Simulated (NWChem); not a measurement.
**Total energies of AlCl**

```
Al
Cl 1 2.1469
```
Charge 0, spin multiplicity 1.

Everything below was run with NWChem. All single points use one geometry, from PBE0/def2-SVP, a minimum by its harmonic frequencies.

Basis set: cc-pVQZ (118 functions).

```tsv
method	total energy (Ha)	relative cost
RHF	-701.51634	1
MP2	-701.78077	under 3
B2PLYP	-702.48369	3
PBE	-702.39472	under 3
B3LYP	-702.75815	under 3
M06-2X	-702.68919	under 3
CCSD(T)	-701.81792	40
```

Total energies of different functionals aren't comparable as a measure of quality: only differences taken within one method are. The cost column gives rough processor time relative to RHF; each entry includes its own SCF.

The correlated methods keep 10 core orbitals frozen. B3LYP has NWChem's definition, with VWN1-RPA local correlation. The structure started from a generated list of species. Coupled-cluster values serve here as a point of comparison, not as the truth.
